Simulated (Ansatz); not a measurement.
How methods differ on CH5AlO2 (SMILES C[Al](O)O)

The species is CH5AlO2 (9 atoms), meant as a singlet with charge 0. As SMILES, `C[Al](O)O`. The shape was relaxed beforehand at r2SCAN/def2-SVP. This is one conformer, not always the lowest.

Each level gives the adiabatic ionisation energy (to the doublet cation, shapes relaxed at r2SCAN/def2-SVP, no zero-point term) (eV). The values are calculated.

| level | kind | program | value (eV) | less CCSD(T)/def2-SVP | CPU time (all runs) |
| --- | --- | --- | --- | --- | --- |
| SVWN5/def2-SVP | LDA | Ansatz | 9.69 | +0.17 | 3.5 s |
| PBE/def2-SVP | GGA | Ansatz | 9.52 | 0.00 | 7 s |
| r2SCAN/def2-SVP | meta-GGA | Ansatz | 9.48 | -0.04 | 10 s |
| B3LYP/def2-SVP | global hybrid | Ansatz | 9.66 | +0.14 | 6.6 s |
| wB97M-V/def2-SVP | range-separated hybrid | Ansatz | 9.76 | +0.24 | 30 s |
| B2PLYP/def2-SVP | double hybrid | Ansatz | 9.60 | +0.08 | 9.5 s |
| RPA@PBE/def2-SVP | RPA | Ansatz | 9.62 | +0.10 | 11 s |
| MP2/def2-SVP | perturbation theory | Ansatz | 9.55 | +0.03 | 2 s |
| CCSD(T)/def2-SVP | coupled cluster or CI | Ansatz | 9.52 | 0.00 | 25 s |

CCSD(T)/def2-SVP is the highest level here, not the true value. The values span 9.48 to 9.76 eV. In so small a basis fixed costs decide the times, and correlated methods can beat functionals. CPU times are rough (shared hosts, several kinds of processor and program).
